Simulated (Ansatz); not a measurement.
Cost and result for the atomization energy of BrGaH4OSi, SMILES `[SiH3][O][GaH][Br]` (8 atoms, 7 bonds).

Charge 0, multiplicity 1. Correlated methods include outer-core shells of Br, Ga, which these sets cover unevenly. Scalar relativity is left out up to krypton. The structure was optimised at the PBE0-D4/def2-TZVP level. It is one conformer, not always the lowest. Program: Ansatz. All runs use 4 threads of a server CPU on a shared host. Times are those of one run each, without the atoms' runs, and a repeat can differ threefold. Electronic energies, without spin–orbit coupling; frozen cores. CCSD(T)/CBS adds CCSD(T) − MP2 in def2-TZVPP to the MP2 limit, and its time is that of the two runs behind it. T1 = 0.012. With those shells the extrapolation isn't a true limit. B3LYP takes the VWN-RPA correlation (the form of Gaussian; ORCA's B3LYP/G). HSE06 is the plane-wave form, built on full-range PBE exchange.

CCSD(T)/CBS is a level of theory with its own doubt, some kJ/mol a heavy atom from the limit and from the frozen cores, so smaller differences don't rank the functionals.

| level | functions | wall time | atomization (kJ/mol) | difference from CCSD(T)/CBS | per bond |
| --- | --- | --- | --- | --- | --- |
| LDA (SPW92)/def2-TZVPP | 225 | 1.3 s | 2720.3 | 271.2 | 38.7 |
| PBE-D4/def2-TZVPP (with forces) | 225 | 2.6 s | 2402.3 | -46.8 | -6.7 |
| BHLYP-D4/def2-TZVPP | 225 | 3.9 s | 2361.2 | -87.9 | -12.6 |
| HSE06-D4/def2-TZVPP | 225 | 4.4 s | 2383.3 | -65.8 | -9.4 |
| r2SCAN-D4/def2-TZVPP (with forces) | 225 | 5.5 s | 2436.2 | -12.9 | -1.8 |
| B3LYP-D4/def2-TZVPP (with forces) | 225 | 6 s | 2397.0 | -52.1 | -7.4 |
| r2SCANh-D4/def2-TZVPP | 225 | 7 s | 2420.9 | -28.2 | -4.0 |
| CCSD(T)/def2-SVP | 116 | 8.5 s | 2266.2 | -182.9 | -26.1 |
| ωB97X-V/def2-TZVPP | 225 | 9 s | 2442.6 | -6.5 | -0.9 |
| ωB97M-V/def2-TZVPP (with forces) | 225 | 14 s | 2415.8 | -33.3 | -4.7 |
| MP2/def2-QZVPP | 425 | 23 s | 2464.3 | 15.2 | 2.2 |
| CCSD(T)/def2-TZVPP | 225 | 2.8 min | 2388.1 | -61.0 | -8.7 |
| CCSD(T)/CBS(def2) | – | 3.2 min | 2449.1 | 0.0 | 0.0 |

From PBE to PBE0 (25 % exact exchange), in def2-TZVPP and without D4, the atomization energy moves by −17.5 kJ/mol: exact exchange takes away binding that semilocal exchange gives to molecules. In def2-TZVPP, CCSD(T) changes the Hartree–Fock value by +583.9 kJ/mol (the triples alone add +32.5 kJ/mol) and MP2 by +623.4 kJ/mol; breaking electron pairs costs correlation energy, which Hartree–Fock lacks. At CCSD(T), def2-SVP lies −182.8 kJ/mol from the extrapolated value and def2-TZVPP −60.9 kJ/mol: correlation converges slowly with the basis, and small sets miss more of it in the bonded molecule than in its fragments.
